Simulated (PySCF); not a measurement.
A structure optimised at PBE0-D3(BJ)/def2-SVP, used in a PySCF frequency run:

```
Hf
Cl 1 2.3269
Cl 1 2.3341 2 112.71
Cl 1 2.3341 2 112.71 3 123.40
S 1 2.4152 2 105.56 3 -118.30
H 5 1.3563 1 92.15 2 -180.00
```

**Question.** Write its SMILES, formula and point group.

**Answer.** [SH][Hf]([Cl])([Cl])[Cl], Cl3HHfS, Cs

**Question.** What are its rotational constants (standard atomic weights)?

**Answer.** 1.0130, 0.97508, 0.95531 GHz
